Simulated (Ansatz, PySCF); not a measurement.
Pair of molecules: H2S (SMILES S) (first 3 atoms) with HI (SMILES I); geometry from B3LYP-D3(BJ)/def2-TZVP, rigid monomers moved along the line of their centres of mass till S1···H5 is 2.23 Å.
(charge 0, multiplicity 1):
```xyz
5

S     -0.0946     0.0723     0.1021
H      0.0562     1.4018     0.2197
H     -1.3905     0.1264     0.4512
I      0.7286    -0.1824     3.8645
H      0.4509    -0.1582     2.2550
```

Monomers are frozen at their geometry in the pair; levels with a basis set take the counterpoise correction. Rows marked so take none.

Cores are frozen in the correlated methods. Filled d and f shells under p-block atoms count as core. Rows in 3-21G carry no dispersion term and start afresh at each structure; the Pople sets are all-electron and without relativity.

The values were computed with Ansatz (Gaussian basis) for Hartree–Fock, density functionals and correlated methods; PySCF for 3-21G rows, the dispersion terms.  In def2 rows elements past Kr take small-core potentials, without spin–orbit coupling.

Question: One of these levels gives -20.4 meV for the interaction energy. Name it.
(A) MP2/def2-TZVPPD
(B) r2SCAN-D4/def2-TZVPPD
(C) B3LYP/def2-TZVPPD
(D) HF/3-21G (no counterpoise)

Answer: C, B3LYP/def2-TZVPPD. The others give 50.7 (HF/3-21G (no counterpoise)), -122.3 (r2SCAN-D4/def2-TZVPPD), -52.6 (MP2/def2-TZVPPD)

Ansatz is a quantum-chemistry and plane-wave program.
